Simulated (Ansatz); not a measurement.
A nudged elastic band was laid between two geometries of C2H4SSeSi (9 atoms, charge 0, multiplicity 1).

These are results of RKS PBE/def2-SVP (Ansatz 0.2.0), not measurements.

```json
{"movable images": "5", "climbing image": "yes", "spring": "5.0 eV/Å²", "optimiser": "lbfgs", "start path": "IDPP", "force threshold": "0.03 eV/Å", "iteration limit": "60", "end points": "relaxed", "largest step": "0.5 Å"}
```

Initial state:

```xyz
9
Properties=species:S:1:pos:R:3
S 0.461 2.233 -0.168
C 0.304 0.474 -0.176
C 1.249 -0.397 -0.634
Se 0.757 -2.243 -0.247
Si -0.853 -0.785 0.604
H -0.857 2.515 -0.378
H 2.206 -0.168 -1.137
H -2.231 -0.920 0.016
H -0.947 -0.756 2.103
```

Final state:

```xyz
9
Properties=species:S:1:pos:R:3
S 0.208 2.171 -0.681
C 0.282 0.469 -0.220
C 1.303 -0.384 -0.525
Se 0.869 -2.216 -0.021
Si -0.922 -0.802 0.464
H -0.464 2.611 0.421
H 2.264 -0.153 -1.019
H -2.159 -1.048 -0.353
H -1.294 -0.694 1.917
```

Which bonds break or form, and what moves?

No bond is made or broken. The dihedral H6–S1–C2–Si5 goes from -46 to 46°. The two ends are copies of one structure, up to a mirror image or an exchange of like atoms.

What energy profile does the band end with?

The forces met the threshold. The highest image is number 3 of 0 to 6, 0.013 eV above the ends, which have the same energy within 2 meV. Another band between the same ends (5 images) ends at a top of the same energy, where a vibrational analysis finds 1 clearly imaginary mode.

```json
{"image": "0", "path coordinate (Å)": "0.00", "energy (eV)": "0.000", "dihedral H6–S1–C2–Si5 (°)": "-46"}
{"image": "1", "path coordinate (Å)": "0.22", "energy (eV)": "0.003", "dihedral H6–S1–C2–Si5 (°)": "-33"}
{"image": "2", "path coordinate (Å)": "0.43", "energy (eV)": "0.010", "dihedral H6–S1–C2–Si5 (°)": "-17"}
{"image": "3", "path coordinate (Å)": "0.65", "energy (eV)": "0.013", "dihedral H6–S1–C2–Si5 (°)": "0"}
{"image": "4", "path coordinate (Å)": "0.87", "energy (eV)": "0.010", "dihedral H6–S1–C2–Si5 (°)": "17"}
{"image": "5", "path coordinate (Å)": "1.08", "energy (eV)": "0.003", "dihedral H6–S1–C2–Si5 (°)": "33"}
{"image": "6", "path coordinate (Å)": "1.30", "energy (eV)": "0.000", "dihedral H6–S1–C2–Si5 (°)": "46"}
```

What is the geometry of the highest image?


```xyz
9
Properties=species:S:1:pos:R:3
S 0.393 2.223 -0.454
C 0.324 0.477 -0.208
C 1.305 -0.404 -0.560
Se 0.819 -2.241 -0.108
Si -0.879 -0.776 0.509
H -0.823 2.517 0.079
H 2.277 -0.194 -1.041
H -2.181 -0.959 -0.220
H -1.146 -0.689 1.986
```

The band took 57 iterations and of the order of 16 core-minutes.

Time of the run: 8.3 min on 2 threads of Arm Neoverse V2, on a shared host, peak memory 0.16 GiB.
